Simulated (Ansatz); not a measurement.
Basis-set extrapolation for C3H10OSi, SMILES `C[SiH](C)CO` (PBE0-D4/def2-TZVP geometry, frozen core, Ansatz). Multiplicity 1, RHF reference.

```csv
,def2-TZVPP,def2-QZVPP
HF,-483.320077,-483.338516
MP2 correlation,-0.902004,-0.964561
CCSD(T) correlation,-0.993643,not run
```

Energies in hartree. Use E(X) = E(∞) + A·exp(−7.88·√X) for Hartree–Fock and E(X) = E(∞) + B·X^(−2.97) for correlation, with X = 3 and 4, and add CCSD(T) minus MP2 of the smaller set to the MP2 limit.

Q: What is the CCSD(T) energy at the basis-set limit?

A: HF limit: -483.338516 + (-0.018439) × 0.13774 = -483.34106. MP2 limit: -0.964561 + (-0.062557) × 0.74074 = -1.01090. Higher-order term: -0.993643 − (-0.902004) = -0.09164. Total: -484.44360 hartree, 3.53 eV below CCSD(T)/def2-TZVPP.
